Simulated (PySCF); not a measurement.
A GIAO shielding run with PySCF (density fitting, non-relativistic, gas phase) on `CC[P@H+](C)c1cccs1`, [C$_{7}$H$_{12}$PS]+:

```
$ OMP_NUM_THREADS=1 python probes_run.py task.json out

{"job": {"kind": "nmr", "xc": "PBE0", "basis": "pcSseg-1"}, "charge": 1, "multiplicity": 1}
C     -1.973623    -1.613929     0.015349
C     -1.965104    -0.168238    -0.474515
P     -0.694837     0.797730     0.399494
C     -0.736901     2.524321    -0.122865
C      0.925677     0.110780     0.203284
C      1.644910    -0.627713     1.112828
C      2.885954    -1.035755     0.598383
C      3.092303    -0.612815    -0.679961
S      1.785818     0.293839    -1.300388
H     -1.017635    -2.097926    -0.174810
H     -2.178903    -1.661101     1.083317
H     -2.745819    -2.175793    -0.503110
H     -2.933952     0.310376    -0.303478
H     -1.746202    -0.114919    -1.546534
H     -0.969674     0.726894     1.749444
H     -0.012962     3.104967     0.449320
H     -1.735015     2.935297     0.028552
H     -0.480082     2.580554    -1.182486
H      1.297667    -0.857496     2.104804
H      3.599241    -1.617695     1.152344
H      3.950217    -0.784436    -1.300037
```

Hardware: 1 thread of an Intel Xeon Platinum 8488C, shared host. The job also computes population analyses, field gradients, ring-centre shieldings.

Q: How large is the calculation?

A: 84 electrons, 227 basis functions and 1219 auxiliary functions.

Q: How long does it take, and how much memory does it need?

A: 72 s of wall time, with 14 SCF cycles and 5 response iterations; peak memory 0.96 GiB. Times on a shared host scatter by some tens of per cent.
